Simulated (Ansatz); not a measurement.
The lowest singlet and triplet of OH (SMILES [OH+]); geometries from B3LYP-D3(BJ)/def2-TZVP, each state relaxed from the structure named, with no frequency check, low spin by broken symmetry.
Singlet (charge 1, multiplicity 1):
```xyz
2

O      0.0000     0.0000    -0.1156
H      0.0000     0.0000     0.9250
```

```csv
level,"gap E(singlet) − E(triplet), vertical, at the singlet's geometry (eV)",cost
R-r2SCAN/def2-TZVPP,3.440,×2
R-B3LYP/def2-TZVPP,3.003,×1
U-B3LYP/def2-TZVPP (spin-contaminated),0.779,×2
R-BHLYP/def2-TZVPP,3.126,×1
R-wB97X-V/def2-TZVPP,2.882,×2
U-wB97X-V/def2-TZVPP (spin-contaminated),0.841,×6
R-SCS-MP2/cc-pVTZ,2.906,-
R-CCSD/cc-pVDZ,2.797,-
R-CCSD(T)/cc-pVTZ,2.536,×2
R-CCSDT/cc-pVDZ,2.381,-
R-CCSDT/cc-pVTZ,2.261,-
R-CCSDT(Q)/cc-pVDZ,2.372,×4
R-CCSDT(Q)/cc-pVQZ,2.183,×200
"SA-CASSCF(6,5)/cc-pVDZ",2.540,-
"SA-CASSCF(6,5)/cc-pVTZ",2.491,-
"SA-CASSCF(6,5)/cc-pVQZ",2.484,-
"SC-NEVPT2 on SA-CASSCF(6,5)/cc-pVQZ",2.223,-
"FIC-NEVPT4(SD) on SA-CASSCF(6,5)/cc-pVDZ",2.374,-
"FIC-MRCISD+Q on SA-CASSCF(6,5)/cc-pVTZ",2.235,-
"FIC-MRCISD+Q on SA-CASSCF(6,5)/cc-pVQZ",2.185,-
```

The rows run from 0.779 (U-B3LYP/def2-TZVPP (spin-contaminated)) to 3.440 eV (R-r2SCAN/def2-TZVPP). The 4 R-functionals in def2-TZVPP without D3 or D4 span 0.558, from R-wB97X-V to R-r2SCAN.

A positive gap puts the triplet lower; no zero-point energy. R- takes a restricted singlet, here one determinant of a half-filled degenerate or near-degenerate pair, which mixes singlet states. U- takes an unrestricted singlet (broken symmetry where lower, unprojected). The triplet is unrestricted in single-reference levels. Active spaces average the two states.

Cores are frozen in the correlated methods.

Doubts at one or more of the structures used: a restricted determinant that unrestricted orbitals would lower (R-r2SCAN/def2-TZVPP, R-B3LYP/def2-TZVPP, R-BHLYP/def2-TZVPP, R-wB97X-V/def2-TZVPP, R-SCS-MP2/cc-pVTZ, R-CCSD/cc-pVDZ, R-CCSD(T)/cc-pVTZ, R-CCSDT/cc-pVDZ, R-CCSDT/cc-pVTZ, R-CCSDT(Q)/cc-pVDZ, R-CCSDT(Q)/cc-pVQZ); other coupled-cluster roots lie near (R-CCSDT/cc-pVDZ, R-CCSDT/cc-pVTZ, R-CCSDT(Q)/cc-pVDZ, R-CCSDT(Q)/cc-pVQZ).

Programs: Ansatz (an electronic-structure program) with Gaussian orbitals. Each number belongs to the level named beside it.

Costs are rough ratios of core time to R-PBE/def2-TZVPP (about 0.6 s over the structures, on one shared machine); a dash marks a level with no comparable run of its own.
